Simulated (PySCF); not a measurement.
## Shapes and spin states of WBr2

Method: PBE0 in PySCF with W def2-TZVP with ECP60, Br def2-TZVP; scalar-relativistic core potentials, no spin–orbit coupling; density-fitted integrals.

Relaxations began from a few typed shapes and spin states; open shells are unrestricted. The search is not exhaustive: other isomers or separated fragments can lie lower, and high-lying points may rest on an excited occupation.

```json
{"spin": "quintet", "group": "C2v", "bonds": "W–Br 2.414 Å (×2)", "angles": "Br–W–Br 143.0°", "imaginary modes (cm⁻¹)": "none", "ΔE (kJ/mol)": "0.0", "ΔE with ZPE (kJ/mol)": "0.0"}
{"spin": "quintet", "group": "D∞h", "bonds": "W–Br 2.426 Å (×2)", "angles": "Br–W–Br 180.0°", "imaginary modes (cm⁻¹)": "33i", "ΔE (kJ/mol)": "4.4", "ΔE with ZPE (kJ/mol)": "–"}
{"spin": "triplet", "group": "D∞h", "bonds": "W–Br 2.352 Å (×2)", "angles": "Br–W–Br 180.0°", "imaginary modes (cm⁻¹)": "none", "ΔE (kJ/mol)": "68.3", "ΔE with ZPE (kJ/mol)": "68.6"}
{"spin": "singlet", "group": "D∞h", "bonds": "W–Br 2.349 Å (×2)", "angles": "Br–W–Br 180.0°", "imaginary modes (cm⁻¹)": "none", "ΔE (kJ/mol)": "158.6", "ΔE with ZPE (kJ/mol)": "158.9"}
```

The lowest minimum found is the quintet C2v: W–Br 2.414 Å (×2); Br–W–Br 143.0°.

Formally W is in oxidation state +2, d4, with 4 unpaired electrons (the high-spin count). The Mulliken spin on W is 4.06. The polar-tensor charge on W, 1.05, is far below the formal one.

For the lowest minimum: with open d or f shells other occupations or spin states may lie lower. With an element this heavy the missing spin–orbit coupling can shift these numbers.

The electron or spin density has lower symmetry than the nuclear frame for the quintet D∞h at 4.4 kJ/mol.
